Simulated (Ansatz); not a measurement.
H4NOSbSn from Hartree–Fock to CCSD(T)

```
atom    x (Å)    y (Å)    z (Å)
  N1  -0.3929   0.0166   1.1684
 Sn2  -0.6655  -0.4075  -0.8188
  O3   1.2925  -0.0875  -0.9530
 Sb4   1.6253   0.3623   0.9465
  H5  -0.6170  -0.7242   1.8236
  H6  -1.5437   0.7814  -1.6694
  H7  -1.1218  -2.0064  -1.2145
  H8   1.4229   2.0653   0.7172
```

Total charge 0; spin multiplicity 1. Correlated methods include outer-core shells of Sb, Sn, which these sets cover unevenly. Sn, Sb: def2 effective core potential. Geometry: relaxed with PBE0-D4/def2-TZVP. Frozen core, restricted reference, Ansatz.

```csv
basis,HF (Eh),MP2 corr.,CCSD corr.,(T),CCSD(T) total
def2-SVP,-584.09568,-0.58920,-0.61884,-0.02071,-584.73523
def2-TZVPP,-584.29855,-1.12945,-1.12252,-0.04221,-585.46328
def2-QZVPP,-584.31132,-1.61697,–,–,–
```
